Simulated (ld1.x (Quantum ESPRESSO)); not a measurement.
Transferability test, TM potential for Ge (Z = 32)

| Property | Result |
| --- | --- |
| Element | Ge |
| Generator | ld1.x (Quantum ESPRESSO) 7.5 |
| Type | norm-conserving Troullier–Martins (Kleinman–Bylander form) |
| Functional | PBE |
| Relativity | scalar-relativistic |
| Frozen core | [Ar] 3d10 |
| Valence charge | 4 |
| Reference configuration | 4s2 4p1.5 (charge +0.5) |
| Partial waves | 4s (bound): rc 1.90 bohr; 4p (bound): rc 2.40 bohr |
| Local potential | the p channel |
| Core correction | none |

Energies are relative to the spin-unpolarised reference configuration 4s2 4p1.5; without spin polarisation the order of configurations can differ from experiment. The frozen-core shift is the all-electron ΔE with the core orbitals held at their reference shape minus the fully relaxed ΔE.

```csv
valence configuration,charge,ΔE all-electron (eV),error AE − PS (meV),frozen-core shift (meV)
4s2 4p2,0,-2.802,+0.4,+0.6
4s2 4p1,+1,4.642,-1.1,+2.8
4s1 4p2,+1,13.358,+11,+24
4s1 4p0,+3,54.872,+73,+300
4s0 4p4,0,13.393,+56,+37
```

What are ΔE and the potential's error for 4s2 4p2.3?

ΔE = -3.685 eV all-electron; the error (AE − PS) is +0.8 meV.

What are ΔE and the potential's error for 4s2 4p0?

ΔE = 20.081 eV all-electron; the error (AE − PS) is -6.5 meV.
